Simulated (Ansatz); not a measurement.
Reaction (ligand exchange at the Si–N bond): `CN[SiH](C)O` + HI → `C[SiH](O)I` + CH₃NH₂

Isolated molecules relaxed with PBE0-D4/def2-TZVP in Ansatz; ΔE leaves out vibrations. CCSD(T)/CBS is the MP2 limit (def2-TZVPP, def2-QZVPP) plus CCSD(T) − MP2 in def2-TZVPP, frozen cores. DFT in def2-TZVPP. B3LYP here is the variant with VWN-RPA as its local correlation; programs differ in this. Elements past krypton have def2 core potentials. For I outer-core shells are correlated without core-valence functions, which leaves a few kJ/mol of doubt a bond. Each species was taken in one conformer, which may not be the lowest.

```csv
level,ΔE (kJ/mol)
ωB97M-V,-26.7
B3LYP,-27.6
HF/def2-TZVPP,-28.6
CCSD(T)/def2-TZVPP,-22.9
```

(1) What does CCSD(T)/CBS give? (Estimate.)

Largest T1 diagnostic among the species: 0.010.

Results:

(1) Computed: -31.2 kJ/mol. The listed levels differ from it by 4.5, 3.6, 2.6, 8.3 kJ/mol.
